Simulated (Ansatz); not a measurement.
`[F][In]([SH])[Br]`, 5 atoms. The species carries charge 0 and has multiplicity 1. Correlated methods include outer-core shells of Br, In, which these sets cover unevenly. Scalar relativity is left out up to krypton. In takes the def2 core potential. All runs use 4 threads of a server CPU on a shared host. Correlated methods freeze the cores.

(1) How many basis functions does each run have, and how long does it take in Ansatz? RKS PBE0-D4/def2-TZVPP energy; RKS PBE0-D4/def2-QZVPP energy; RKS PBE0-D4/def2-TZVP frequencies; RKS CAM-B3LYP-D4/def2-TZVPP energy; RKS B97M-V/def2-TZVPP energy; RHF-CCSD(T)/def2-SVP energy; direct RPA on PBE orbitals/def2-TZVPP energy; RKS r2SCAN-D4/def2-TZVPP energy and forces; RKS ωB97M-V/def2-SVP energy; RHF-MP2/def2-QZVPP energy; RHF-CCSD(T)/def2-TZVPP energy; RKS ωB97M-V/def2-QZVPP energy. (Estimate.)

Answers

(1) The calculation gave: Other jobs shared the machine, so times are rough.

```tsv
level	job	functions	wall time	peak host memory (GiB)
RKS PBE0-D4/def2-TZVPP	energy	185	2.1 s	0.58
RKS CAM-B3LYP-D4/def2-TZVPP	energy	185	2.5 s	0.63
RKS r2SCAN-D4/def2-TZVPP	energy and forces	185	3 s	0.29
direct RPA on PBE orbitals/def2-TZVPP	energy	185	3.1 s	0.41
RKS ωB97M-V/def2-SVP	energy	95	3.3 s	0.34
RHF-CCSD(T)/def2-SVP	energy	95	3.5 s	0.37
RKS PBE0-D4/def2-QZVPP	energy	328	5 s	1.2
RKS B97M-V/def2-TZVPP	energy	185	5 s	0.35
RHF-MP2/def2-QZVPP	energy	328	9.5 s	1.2
RKS ωB97M-V/def2-QZVPP	energy	328	11 s	1.4
RHF-CCSD(T)/def2-TZVPP	energy	185	55 s	2.2
RKS PBE0-D4/def2-TZVP	frequencies	172	60 s	0.54
```
